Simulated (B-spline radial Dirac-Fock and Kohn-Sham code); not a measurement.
## Sm⁶⁺: non-radiative channels of the 4p1/2 vacancy

System: Sm⁶⁺ in the configuration [Kr] 4d10 4f4 5s2 5p4.

Method: a relativistic independent-particle model: LDA orbitals of the hole state, radiative multipoles to third order, Auger rates from the Coulomb interaction with a continuum orbital, Dirac-Fock energies. Computed with a B-spline atomic structure program. Kinetic energies are configuration averages from the vacuum level; the two-hole energies are estimated from single-hole states.

| transition | kinetic energy (eV) | width (meV) | share (%) |
| --- | --- | --- | --- |
| N2-N4O1 | 3.73 | 614 | 12.3 |
| N2-N5O1 | 8.60 | 99.9 | 2.0 |
| N2-N4O2 | 27.22 | 314 | 6.3 |
| N2-N4N7 | 30.00 | 1650 | 33.2 |
| N2-N4N6 | 30.31 | 780 | 15.7 |
| N2-N5O2 | 31.99 | 281 | 5.6 |
| N2-N4O3 | 32.30 | 616 | 12.4 |
| N2-N5N6 | 34.35 | 208 | 4.2 |
| N2-N5N7 | 35.63 | 53.9 | 1.1 |
| N2-N5O3 | 37.21 | 72.0 | 1.4 |
| N2-O1O2 | 137.2 | 20.6 | 0.4 |
| N2-N6O1 | 142.6 | 20.1 | 0.4 |
| N2-O2O3 | 163.8 | 23.9 | 0.5 |
| N2-N6O2 | 165.9 | 52.6 | 1.1 |
| N2-N7O2 | 166.6 | 86.2 | 1.7 |
| N2-N6N7 | 169.4 | 26.4 | 0.5 |
| N2-N6O3 | 171.1 | 18.6 | 0.4 |

Coster-Kronig rates are the weakest part of this model and often come out 1.5 to 2.5 times too large. Super-Coster-Kronig decay this fast strains the one-particle picture, and such widths tend to come out too large. Channels within a few eV of threshold rest on estimated energies and may be closed in reality. The listed channels hold 99 % of the non-radiative rate. Summed by principal shells, of 4.98 eV in all: NNN 54.8 %, NNO 44.0 %, NOO 1.2 %.
